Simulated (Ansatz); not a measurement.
A nudged elastic band was laid between two geometries of H$_{7}$OPSi$_{2}$ (11 atoms, charge 0, multiplicity 1).

Level of theory: RKS r2SCANh/STO-3G in Ansatz.

| Item | Value |
| --- | --- |
| movable images | 7 |
| climbing image | yes |
| spring | 5.0 eV/Å² |
| optimiser | quadratic models (default) |
| start path | IDPP |
| force threshold | 0.03 eV/Å |
| iteration limit | 55 |
| end points | relaxed |

Image 0:

```xyz
11
Properties=species:S:1:pos:R:3
O -0.567 1.938 -0.199
P 0.780 0.803 -0.322
Si 0.472 -0.175 1.658
Si -0.269 -0.771 -1.509
H -0.134 2.784 -0.571
H 1.007 0.650 2.713
H 1.172 -1.437 1.678
H -0.920 -0.428 1.952
H -1.599 -1.063 -1.026
H -0.377 -0.366 -2.889
H 0.500 -1.992 -1.463
```

Image 8:

```xyz
11
Properties=species:S:1:pos:R:3
O -0.386 2.147 -0.280
P 0.878 0.927 -0.374
Si 0.598 -0.093 1.596
Si -0.172 -0.648 -1.565
H -1.220 1.630 0.014
H 1.155 0.697 2.666
H 1.253 -1.379 1.593
H -0.803 -0.304 1.889
H -1.537 -0.827 -1.119
H -0.211 -0.293 -2.962
H 0.512 -1.913 -1.437
```

(1) Which bonds break or form, and what moves?

(2) Give the energies along the band, and the barrier.

(3) What is the geometry of the highest image?

(4) What are the harmonic wavenumbers there?

Results:

(1) No bond is made or broken. The dihedral H5–O1–P2–Si4 goes from -126 to 49°.

(2) The run converged. The highest image is number 5 of 0 to 8, 0.239 eV above the first end and 0.075 eV above the last; the last end lies 0.165 eV above the first. A vibrational analysis at the climbing image gives one clearly imaginary mode, 359i cm⁻¹: a first-order saddle point. Limits of this set-up: minimal basis.

| image | path coordinate (Å) | energy (eV) | dihedral H5–O1–P2–Si4 (°) |
| --- | --- | --- | --- |
| 0 | 0.00 | 0.000 | -126 |
| 1 | 0.34 | 0.005 | -105 |
| 2 | 0.68 | 0.030 | -85 |
| 3 | 1.02 | 0.093 | -63 |
| 4 | 1.36 | 0.189 | -36 |
| 5 | 1.69 | 0.239 | -7 |
| 6 | 1.97 | 0.214 | 16 |
| 7 | 2.25 | 0.177 | 35 |
| 8 | 2.53 | 0.165 | 49 |

(3) 
```xyz
11
Properties=species:S:1:pos:R:3
O -0.187 2.170 -0.073
P 0.972 0.837 -0.241
Si 0.500 -0.227 1.672
Si -0.177 -0.586 -1.518
H -0.949 1.913 -0.703
H 1.049 0.489 2.797
H 1.091 -1.544 1.651
H -0.920 -0.382 1.896
H -1.566 -0.670 -1.124
H -0.147 -0.151 -2.893
H 0.401 -1.906 -1.445
```

(4) 359i, 77, 122, 159, 207, 240, 506, 538, 616, 639, 646, 695, 797, 1031, 1076, 1122, 1135, 1144, 1146, 1345, 2655, 2658, 2710, 2713, 2725, 2726, 3753 cm⁻¹.

Run time: 3.8 min on 1 thread of AMD EPYC 7R43 64-Core Processor (Zen 3) (shared host), peak memory 0.15 GiB.
